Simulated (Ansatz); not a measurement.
Compare A (`BC1C=CN1`) with its isomer B (`CB1N=C1C`).

Gas-phase electronic energies from Ansatz, PBE0-D4/def2-TZVP geometries. CCSD(T)/CBS is the MP2 limit (def2-TZVPP, def2-QZVPP) plus CCSD(T) − MP2 in def2-TZVPP, frozen cores. DFT in def2-TZVPP. B3LYP here is the variant with VWN-RPA as its local correlation; programs differ in this.

Task: Which is lower in electronic energy at CCSD(T)/CBS, and by how much? (Estimate.)

Result: Ansatz gave: B, by 187.4 kJ/mol.

Task: Give E(B) − E(A) in kJ/mol with CCSD(T)/def2-TZVPP, CCSD(T)/def2-SVP, r2SCAN-D4, PBE-D4, PBE0-D4, LDA (SPW92), B3LYP. (Best estimate.)

Result: The calculation gave: CCSD(T)/def2-TZVPP -189.3, CCSD(T)/def2-SVP -196.9, r2SCAN-D4 -185.2, PBE-D4 -168.5, PBE0-D4 -180.3, LDA (SPW92) -139.6, B3LYP -201.7. None reverses the order clearly.

Task: Does the order hold for the free energy at 298.15 K (harmonic terms from PBE0-D4)? (Best estimate.)

Result: Computed: Yes: G(B) − G(A) = -194.5 kJ/mol. Modes under 60 cm⁻¹, often nearly free rotors, make the harmonic entropy too high.

Largest T1 diagnostic: 0.015.

Leaving LDA and LC-ωPBE aside and taking each functional with its dispersion term where it has one, the values, not all of them listed here, spread over 42.8 kJ/mol, from BHLYP-D4 to revPBE-D4. LDA lies +32.2 kJ/mol from PBE without D4. The D4 term adds +5.5 kJ/mol with B3LYP and +2.5 kJ/mol with PBE0; it sums over pairs of atoms, weighted by their polarisabilities, and B3LYP, whose exchange is more repulsive, gets the larger term.
